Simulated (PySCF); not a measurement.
Correlation energy of B (boron, neutral)

[He] 2s2 2p1, 2P determinant. Calculation: PySCF 2.14, in pcseg-2 (4s3p2d1f, 30 functions); the non-relativistic Hamiltonian (point nucleus). Frozen: 1s2; 3 electrons correlated.

MP2 pair energies summed by pair of shells (mhartree):

```json
{"pair": "2s-2s", "energy": "-23.75", "share (%)": "56.9"}
{"pair": "2s-2p", "energy": "-18.02", "share (%)": "43.1"}
```

Total MP2 correlation energy: -41.77 mhartree.

Same-spin part -2.92 and opposite-spin part -38.85 mhartree; SCS-MP2 scales them by 1/3 and 6/5 to -47.59 mhartree.

```csv
level,correlation energy (mhartree)
CCSD,-61.88
(T),-1.18
CCSD(T),-63.06
```

Diagnostics: T1 = 0.012, D1 = 0.0212, largest double amplitude 0.100.

Cost of the coupled-cluster step: 0.36 s of wall time on 1 thread of Intel(R) Xeon(R) Platinum 8375C CPU @ 2.90GHz (shared host), for 3 correlated electrons.

Iterations:

```
CC2 = 0
CCSD nocc = (np.int64(2), np.int64(1)), nmo = (29, 29)
frozen orbitals [[0], [0]]
max_cycle = 100
direct = 0
conv_tol = 1e-08
conv_tol_normt = 1e-06
diis_space = 8
diis_start_cycle = 0
Init t2, MP2 energy = -0.0417684807422106
Init E_corr(UCCSD) = -0.0417684807425328
cycle = 1  E_corr(UCCSD) = -0.0531223957274553  dE = -0.011353915  norm(t1,t2) = 0.0591299
cycle = 2  E_corr(UCCSD) = -0.057625201076483  dE = -0.00450280535  norm(t1,t2) = 0.0291808
cycle = 3  E_corr(UCCSD) = -0.0619033583603845  dE = -0.00427815728  norm(t1,t2) = 0.015642
cycle = 4  E_corr(UCCSD) = -0.0618588135380021  dE = 4.45448224e-05  norm(t1,t2) = 0.00186698
cycle = 5  E_corr(UCCSD) = -0.0618982690949871  dE = -3.9455557e-05  norm(t1,t2) = 0.000253291
cycle = 6  E_corr(UCCSD) = -0.0618766420984364  dE = 2.16269966e-05  norm(t1,t2) = 6.68625e-05
cycle = 7  E_corr(UCCSD) = -0.0618853786444802  dE = -8.73654604e-06  norm(t1,t2) = 2.92901e-05
cycle = 8  E_corr(UCCSD) = -0.0618840429490262  dE = 1.33569545e-06  norm(t1,t2) = 7.29112e-06
cycle = 9  E_corr(UCCSD) = -0.0618839323254105  dE = 1.10623616e-07  norm(t1,t2) = 1.21602e-06
cycle = 10  E_corr(UCCSD) = -0.0618839801688934  dE = -4.78434828e-08  norm(t1,t2) = 3.22245e-07
cycle = 11  E_corr(UCCSD) = -0.0618839839821173  dE = -3.81322397e-09  norm(t1,t2) = 7.40343e-08
UCCSD converged
E(UCCSD) = -24.59109152366551  E_corr = -0.06188398398211734
UCCSD(T) correction = -0.00117573862373907
```
